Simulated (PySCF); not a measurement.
Computed with M06-2X/def2-TZVP // B3LYP-D3(BJ)/def2-TZVP (PySCF). All species are isolated molecules in the gas phase. One relaxed conformer stands for a flexible species; it need not be the lowest. Excitations are Tamm–Dancoff values on a coarser integration grid. The basis has no diffuse functions, so Rydberg states are missing or too high.

Reference species (SMILES): `[SH][Ga]([SH])[SH]` (neutral, multiplicity 1).

```
Quantity                  Value
----------------------  -------
S1 excitation (TDA)     5.49 eV
S1 oscillator strength    0.000
```

Changed species: `[CH3][Ga]([CH3])[SH]` (C–Ga–S–H torsion 179°) (1 of 3 CH3 replaced by SH; the reference has 3 of 3 CH3 replaced by SH).

Q: What does the change do to the S1 excitation (TDA) and S1 oscillator strength?

A: the S1 excitation (TDA) goes up by 0.25 eV, to 5.74 eV; the S1 oscillator strength stays essentially unchanged.
